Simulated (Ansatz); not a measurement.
Cost and result for the atomization energy of B₂FH₅OSi (`OBB(F)[SiH3]`) (10 atoms, 9 bonds).

```xyz
10

O     1.3526    1.9340    0.0587
B     1.3900    0.5897   -0.1022
B     0.0538   -0.2106   -0.7971
F     0.0453   -0.4918   -2.1000
Si   -1.5395   -0.8798    0.3083
H     2.1327    2.2947    0.4889
H     2.3497   -0.0231    0.3047
H    -1.1771   -2.2006    0.9023
H    -2.7759   -1.0585   -0.5016
H    -1.8317    0.0460    1.4378
```

Total charge 0; spin multiplicity 1. Geometry: relaxed with PBE0-D4/def2-TZVP. It is one conformer, not always the lowest. Program: Ansatz. All runs use 4 threads of an Arm Neoverse V2 on a shared host. Times are those of one run each, without the atoms' runs, and a repeat can differ threefold. Electronic energies, without spin–orbit coupling; frozen cores. CCSD(T)/CBS adds CCSD(T) − MP2 in def2-TZVPP to the MP2 limit, and its time is that of the two runs behind it. T1 = 0.015. B3LYP takes the VWN-RPA correlation (the form of Gaussian; ORCA's B3LYP/G).

CCSD(T)/CBS is a level of theory with its own doubt, some kJ/mol a heavy atom from the limit and from the frozen cores, so smaller differences don't rank the functionals.

| level | functions | wall time |
| --- | --- | --- |
| PBE-D4/def2-TZVPP (with forces) | 236 | 1.8 s |
| PBE0-D4/def2-TZVPP | 236 | 1.9 s |
| B3LYP-D4/def2-TZVPP (with forces) | 236 | 3 s |
| r2SCAN-D4/def2-TZVPP (with forces) | 236 | 3.2 s |
| B2PLYP/def2-TZVPP | 236 | 3.6 s |
| ωB97X-V/def2-TZVPP | 236 | 5.5 s |
| ωB97M-V/def2-TZVPP (with forces) | 236 | 8 s |
| MP2/def2-QZVPP | 448 | 14 s |
| CCSD(T)/def2-TZVPP | 236 | 86 s |
| CCSD(T)/CBS(def2) | – | 100 s |

(1) What atomization energy does each give, and how far from CCSD(T)/CBS? (Estimate.)

## Answers

(1) The calculation gave: 
| level | atomization (kJ/mol) | difference from CCSD(T)/CBS | per bond |
| --- | --- | --- | --- |
| PBE-D4/def2-TZVPP (with forces) | 3666.8 | 65.6 | 7.3 |
| PBE0-D4/def2-TZVPP | 3604.4 | 3.2 | 0.4 |
| B3LYP-D4/def2-TZVPP (with forces) | 3619.6 | 18.4 | 2.0 |
| r2SCAN-D4/def2-TZVPP (with forces) | 3636.0 | 34.8 | 3.9 |
| B2PLYP/def2-TZVPP | 3583.3 | -17.9 | -2.0 |
| ωB97X-V/def2-TZVPP | 3629.1 | 27.9 | 3.1 |
| ωB97M-V/def2-TZVPP (with forces) | 3625.2 | 24.0 | 2.7 |
| MP2/def2-QZVPP | 3636.1 | 34.9 | 3.9 |
| CCSD(T)/def2-TZVPP | 3515.5 | -85.7 | -9.5 |
| CCSD(T)/CBS(def2) | 3601.2 | 0.0 | 0.0 |

In def2-TZVPP, CCSD(T) changes the Hartree–Fock value by +769.8 kJ/mol (the triples alone add +45.7 kJ/mol) and MP2 by +839.5 kJ/mol; breaking electron pairs costs correlation energy, which Hartree–Fock lacks. The D4 term adds +26.6 kJ/mol with B3LYP and +14.1 kJ/mol with PBE0; it sums over pairs of atoms, weighted by their polarisabilities, and B3LYP, whose exchange is more repulsive, gets the larger term. From PBE to PBE0 (25 % exact exchange), in def2-TZVPP and without D4, the atomization energy moves by −60.0 kJ/mol: exact exchange takes away binding that semilocal exchange gives to molecules.
